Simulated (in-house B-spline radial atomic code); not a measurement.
Successive ionisation energies of hafnium; each step leads to the configuration of the next row (after the last: [Ar] 3d3/2(4) 3d5/2(4)). Dirac energy differences include first-order Breit, QED and recoil terms. NIST's values go from ground level to ground level; the uncertainty of those that are theory runs from under 0.1 % in few-electron ions to several per cent in heavy many-electron ones. Computed with a B-spline radial code for spherical atoms: Dirac-Hartree-Fock, jj configuration that fills j = l - 1/2 first, finite nuclei.

A number in brackets counts the electrons of a j subshell.

| ion | configuration | ionisation energy (eV) | tabulated value (eV) | tabulated kind | computed minus tabulated (eV) | highest orbital | largest mean radius (bohr) |
| --- | --- | --- | --- | --- | --- | --- | --- |
| Hf31+ | [Kr] 4d3/2(4) 4d5/2(1) | 1243.5 | 1245 | tabulated theory | -2 | 4d5/2 | 0.45432 |
| Hf32+ | [Kr] 4d3/2(4) | 1311.4 | 1311 | tabulated theory | 0 | 4d3/2 | 0.45122 |
| Hf33+ | [Kr] 4d3/2(3) | 1362.7 | 1362 | tabulated theory | 1 | 4d3/2 | 0.44839 |
| Hf34+ | [Kr] 4d3/2(2) | ? | ? | tabulated theory | ? | ? | ? |
| Hf35+ | [Kr] 4d3/2(1) | 1467.2 | 1467 | tabulated theory | 0 | 4d3/2 | 0.44281 |
| Hf36+ | [Ar] 3d10 4s2 4p6 | 1668.8 | 1669 | tabulated theory | 0 | 4p3/2 | 0.44007 |
| Hf37+ | [Ar] 3d10 4s2 4p1/2(2) 4p3/2(3) | ? | ? | tabulated theory | ? | ? | ? |
| Hf38+ | [Ar] 3d10 4s2 4p1/2(2) 4p3/2(2) | ? | ? | tabulated theory | ? | ? | ? |
| Hf39+ | [Ar] 3d10 4s2 4p1/2(2) 4p3/2(1) | 1827.6 | 1827 | tabulated theory | 1 | 4p3/2 | 0.43207 |
| Hf40+ | [Ar] 3d10 4s2 4p1/2(2) | 1962.4 | 1963 | tabulated theory | -1 | 4p1/2 | 0.41371 |
| Hf41+ | [Ar] 3d10 4s2 4p1/2(1) | 2021.2 | 2022 | tabulated theory | -1 | 4p1/2 | 0.41178 |
| Hf42+ | [Ar] 3d10 4s2 | 2159.9 | 2159 | tabulated theory | 1 | 4s1/2 | 0.40987 |
| Hf43+ | [Ar] 3d10 4s1 | 2219.1 | 2218.9 | semi-empirical | 0 | 4s1/2 | 0.40758 |
| Hf44+ | [Ar] 3d10 | 3741.1 | 3741 | tabulated theory | 0 | 3d5/2 | 0.20653 |
| Hf45+ | [Ar] 3d3/2(4) 3d5/2(5) | 3864.1 | 3858 | tabulated theory | 6 | 3d5/2 | 0.20533 |

(1) Fill in the row of Hf34+.

(2) Fill in the row of Hf37+.

(3) Fill in the row of Hf38+.

(4) Where is the largest jump?

## Answers

(1) ionisation energy (eV): 1414.7; tabulated value (eV): 1417; computed minus tabulated (eV): -2; highest orbital: 4d3/2; largest mean radius (bohr): 0.44558.

(2) ionisation energy (eV): 1721.3; tabulated value (eV): 1719; computed minus tabulated (eV): 2; highest orbital: 4p3/2; largest mean radius (bohr): 0.4372.

(3) ionisation energy (eV): 1774.2; tabulated value (eV): 1776; computed minus tabulated (eV): -2; highest orbital: 4p3/2; largest mean radius (bohr): 0.43462.

(4) From Hf43+ to Hf44+, by a factor of 1.69 (2219.1 to 3741.1 eV); the highest orbital goes from 4s1/2 to 3d5/2.
